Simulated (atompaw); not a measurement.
phosphorus (P): one change to a PAW (atompaw) potential, before and after

```
Element                 : phosphorus (P)
Generator               : atompaw 4.2.0.5
Type                    : PAW
Functional              : LDA (PW92)
Relativity              : scalar-relativistic
Frozen core             : [Ne]
Valence charge          : 5
Reference configuration : 3s1 3p4
Partial waves           : 3s (bound): rc 1.60 bohr; 3s channel at 0.05 Ry: rc 1.60 bohr; 3p (bound): rc 1.60 bohr; 3p channel at 1.7 Ry: rc 1.60 bohr
Local potential         : bessel scheme, radius 1.05 bohr
Core correction         : smooth core density matched at 1.20 bohr
Augmentation charge     : gaussian compensation charge, radius 1.25 bohr; PAW radius 1.60 bohr; waves and projectors: custom rrkj gramschmidtortho
```

Change: local potential vpsmatchnc scheme with l = 2 at 1 Ry, radius 1.05 bohr.

Cutoffs: the cutoffs (Ry, on a coarse ladder) from which the occupation-weighted sum of valence levels, in a spherical-Bessel basis at the reference potential, stays within 10 and 1 mRy of its value at 400 Ry; they do not see the model core or the augmentation charge, which bear on the density cutoff.

Q: What does the change do?

A: The potential gets softer (12 Ry and 25 Ry → 12 Ry and 21 Ry); a bound ghost appears in s, which as a rule spoils a file. A state that the projectors do not describe sees the local part alone, so a deeper or shallower local part can create or remove a ghost.

```tsv
quantity	base	changed
cutoff, loose	12 Ry	12 Ry
cutoff, tight	25 Ry	21 Ry
loose cutoff by channel (10 mRy a level)	s 8 Ry, p 8 Ry	s 6 Ry, p 8 Ry
bound ghosts	none	s
s: phases at 1.61 bohr within 0.05 rad from the reference energy up to (Ry; the scan ends near 5)	to the end of the scan	to the end of the scan
p: phases at 1.61 bohr within 0.05 rad from the reference energy up to (Ry; the scan ends near 5)	to the end of the scan	to the end of the scan
lowest overlap eigenvalue by channel	s 0.43, p 0.74	s 0.23, p 0.62
```

 A true bound ghost makes a file unfit for plane-wave use even where its test errors are small: the radial tests pick states by their node count and pass the ghost by. The cutoffs see the waves, projectors and local potential, not the compensation charge or the core.
